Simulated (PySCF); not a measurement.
C5H3F, SMILES C(=C(F)C#C)=C.

Coordinates come from a B3LYP-D3(BJ)/def2-SVP optimisation. This is a generated structure with no PubChem entry under its InChIKey; it may be hypothetical.

Calculation: TDA-ωB97X/def2-SVPD in PySCF.

Vertical excitations.  State labels are in the subgroup Cs.

### Question
List the lowest excited states. (The exact figures need the calculation; the answer reports its results.)

### Answer

| state | symmetry | energy (eV) | λ (nm) | f | main pairs |
|---|---|---|---|---|---|
| S1 | A" | 4.60 | 270 | 0.000 | HOMO→LUMO 95 % |
| S2 | A' | 5.89 | 211 | 0.179 | HOMO→LUMO+1 60 %, HOMO−1→LUMO 17 % |
| S3 | A" | 5.90 | 210 | 0.000 | HOMO−1→LUMO+1 88 % |
| S4 | A" | 6.42 | 193 | 0.000 | HOMO→LUMO+4 54 %, HOMO−3→LUMO 31 % |
| S5 | A" | 6.67 | 186 | 0.000 | HOMO−2→LUMO+1 89 % |
| S6 | A" | 7.26 | 171 | 0.002 | HOMO→LUMO+2 85 % |
| S7 | A' | 7.53 | 165 | 1.011 | HOMO→LUMO+1 30 %, HOMO−3→LUMO+1 27 %, HOMO−1→LUMO 19 %, HOMO−2→LUMO 10 % |
| S8 | A' | 7.79 | 159 | 0.566 | HOMO−1→LUMO 51 %, HOMO−2→LUMO 26 %, HOMO−3→LUMO+1 10 % |
| S9 | A" | 8.20 | 151 | 0.004 | HOMO−3→LUMO 52 %, HOMO→LUMO+4 38 % |
| S10 | A" | 8.41 | 147 | 0.035 | HOMO→LUMO+3 78 % |
| T1 | A' | 3.66 | 339 | 0 | HOMO→LUMO+1 91 % |
| T2 | A" | 4.26 | 291 | 0 | HOMO→LUMO 93 % |
| T3 | A' | 4.46 | 278 | 0 | HOMO−1→LUMO 59 %, HOMO−2→LUMO 25 % |
| T4 | A' | 5.36 | 231 | 0 | HOMO−2→LUMO 33 %, HOMO−1→LUMO+4 28 %, HOMO−1→LUMO 12 %, HOMO−3→LUMO+1 9 % |
Triplets are in the Tamm–Dancoff approximation.
